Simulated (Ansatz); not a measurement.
System: HgCl₂, charge 0, singlet. HgCl2 (SMILES [Cl][Hg][Cl]).
B3LYP-D3(BJ)/def2-TZVP minimum from Ansatz (an electronic-structure program):
```
Hg
Cl 1 2.2848
Cl 1 2.2848 2 180.00
```

Total energies in hartree (Ansatz). Open shells are spin-unrestricted; no spin-orbit coupling. Cores are frozen in correlated methods (noble-gas shells, and filled d and f shells in the p block). Past Kr the def2 sets carry scalar-relativistic core potentials.

| species | HF/def2-TZVPP | CCSD(T)/def2-TZVPP | HF/def2-QZVPP | CCSD(T)/def2-QZVPP | CCSD(T)/def2-SVP | CCSDT(Q)/def2-SVP |
|---|---|---|---|---|---|---|
| 1: HgCl2 (SMILES [Cl][Hg][Cl]) | -1071.62240 | -1072.45393 | -1071.64929 | -1072.54794 | -1071.86004 | -1071.86151 |
| 2: Hg (singlet) | -152.55433 | -152.96940 | -152.55458 | -152.99161 | -152.83692 | -152.83732 |
| 3: Cl (doublet) | -459.47685 | -459.66464 | -459.48954 | -459.69535 | -459.44599 | -459.44629 |

Work out the atomisation energy (electronic, to ground-state atoms) in kcal/mol: take Hartree-Fock from def2-QZVPP, extrapolate the CCSD(T) correlation energy as X^-3 (X = 3, 4), and add CCSDT(Q) - CCSD(T) in def2-SVP. 1 hartree = 627.51 kcal/mol.


Species 1: correlation (64·(-0.89865) - 27·(-0.83153))/37 = -0.94763; step -0.00147; E1 = -1071.64929 + (-0.94763) + (-0.00147) = -1072.59839
Species 2: correlation (64·(-0.43703) - 27·(-0.41507))/37 = -0.45305; step -0.00040; E2 = -152.55458 + (-0.45305) + (-0.00040) = -153.00803
Species 3: correlation (64·(-0.20581) - 27·(-0.18779))/37 = -0.21896; step -0.00030; E3 = -459.48954 + (-0.21896) + (-0.00030) = -459.70880
-1·E1 +1·E2 +2·E3 = 0.17276 hartree = 108.4 kcal/mol.
